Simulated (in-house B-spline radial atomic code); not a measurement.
RPA and G0W0 for In⁺, [Kr] 4d10 5s2, as one setting changes: the highest l of the empty states. Start: r2SCAN. A dash marks a level of low quasi-particle weight. Computed with an all-electron radial atomic-structure program (B-spline basis): all electrons, scalar-relativistic (spin-free one-electron X2C), finite nucleus, each spin shell either full or empty, empty states to the listed l with an (l + 1/2)⁻⁴ tail; G0W0 by contour deformation at full frequency.

```csv
highest l of the empty states,RPA summed (Eh),RPA extrapolated (Eh),G0W0 level (eV)
4,-3.1768,-3.7392,5s -19.146
5,?,?,?
6,-3.5569,-3.7714,5s -19.179
7,-3.6235,-3.7597,5s -19.173
8,-3.6599,-3.7461,5s -19.170
9,-3.6813,-3.7393,5s -19.169
10,?,?,?
11,-3.7035,-3.7331,5s -19.167
```

(1) What belongs in the row for 5?

(2) What belongs in the row for 10?

Answers

(1) RPA summed (Eh): -3.432; RPA extrapolated (Eh): -3.7874; G0W0 level (eV): 5s -19.191.

(2) RPA summed (Eh): -3.6947; RPA extrapolated (Eh): -3.7354; G0W0 level (eV): 5s -19.168.
